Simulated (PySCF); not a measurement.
Compound: C2H10BNSSi.
Cartesian coordinates in Å at the PBE0-D3(BJ)/def2-SVP level; atoms count from 1:
```
atom  x, y, z in Å
C1    -1.9361    0.9755   -0.4878
N2    -1.0763   -0.0849   -0.0173
C3    -1.7737   -1.1334    0.6875
B4     0.3005   -0.0677   -0.2499
S5     1.3792   -1.4212    0.3504
Si6    3.2412   -0.6701   -0.4099
H7    -2.4636    1.4623    0.3522
H8    -2.7044    0.5880   -1.1810
H9    -1.3455    1.7353   -1.0144
H10   -2.5145   -1.6261    0.0326
H11   -1.0689   -1.8959    1.0436
H12   -2.3164   -0.7284    1.5597
H13    0.7802    0.8601   -0.8605
H14    3.5782    0.6572    0.1850
H15    4.2866   -1.6622   -0.0246
H16    3.2091   -0.5391   -1.8968
```

Level of theory: core-valence-separated Tamm–Dancoff BHandHLYP/aug-pcX-1 (pcseg-1 on H, def2-SVPD on Si, def2-SVPD on S) in PySCF, non-relativistic, gas phase, PBE0-D3(BJ)/def2-SVP geometry. The energies are unshifted.

(1) Give energies, oscillator strengths and core holes at the C K edge.

(2) List the nitrogen K-edge absorption lines.

(3) Give energies, oscillator strengths and core holes at the B K edge.

Answers

(1) 
| E (eV) | f | core hole on | main final orbital |
| --- | --- | --- | --- |
| 286.21 | 0.0238 | C1/C3 | LUMO (2 roots, f summed) |
| 286.73 | 0.0332 | C1/C3 | LUMO+1 (2 roots, f summed) |
| 287.04 | 0.0312 | C1 | spread |
| 287.13 | 0.0253 | C3 | spread |
| 287.29 | 0.0139 | C1 | LUMO+7 (36 %) |
| 287.37 | 0.0192 | C3 | spread |
| 287.57 | 0.0195 | C3 | LUMO+6 (43 %) |
| 287.61 | 0.0219 | C1 | LUMO+6 (30 %) |
| 287.87 | 0.0058 | C3 | LUMO+2 (46 %) |

The first line with a tenth or more of the strongest one's intensity is at 286.21 eV (f = 0.024, sum of 2), with the hole on C1/C3 (N-methyl carbon). The strongest listed is at 286.73 eV (f = 0.033, sum of 2; C1/C3).

(2) 
| E (eV) | f | core hole on | main final orbital |
| --- | --- | --- | --- |
| 399.08 | 0.0296 | N2 | LUMO+1 (61 %) |
| 401.08 | 0.0010 | N2 | LUMO (87 %) |
| 401.56 | 0.0132 | N2 | LUMO+2 (63 %) |
| 401.79 | 0.0048 | N2 | LUMO+7 (46 %) |
| 402.07 | 0.0018 | N2 | LUMO+3 (43 %) |
| 402.26 | 0.0018 | N2 | LUMO+6 (60 %) |

The first line with a tenth or more of the strongest one's intensity is at 399.08 eV (f = 0.030), with the hole on N2 (boron-bound nitrogen). It is also the strongest listed.

(3) 
| E (eV) | f | core hole on | main final orbital |
| --- | --- | --- | --- |
| 187.90 | 0.0787 | B4 | LUMO+1 (49 %) |
| 191.23 | 0.0140 | B4 | LUMO (42 %) |
| 191.51 | 0.0274 | B4 | spread |
| 191.79 | 0.0069 | B4 | LUMO+2 (53 %) |
| 191.86 | 0.0057 | B4 | spread |
| 192.30 | 0.0129 | B4 | LUMO+1/LUMO+7 (2 roots, f summed) |

The first line with a tenth or more of the strongest one's intensity is at 187.90 eV (f = 0.079), with the hole on B4 (three-coordinate boron). It is also the strongest listed.

Roots within 0.03 eV whose holes lie on the same, on equivalent or on shared atoms are summed into one line, and the highest roots are left out, as the search may have cut off their partners. Final orbitals are the ground state's empty Kohn–Sham orbitals.

Task: What length of transition dipole belongs to the line at 287.29 eV?

Result: From f = (2/3) ΔE |μ|² in atomic units, with ΔE = 10.558 Eh and f = 0.0139: |μ| = 0.044 au = 0.11 D.

Only the lowest roots of each edge were sought.

One conformer stands for the species.
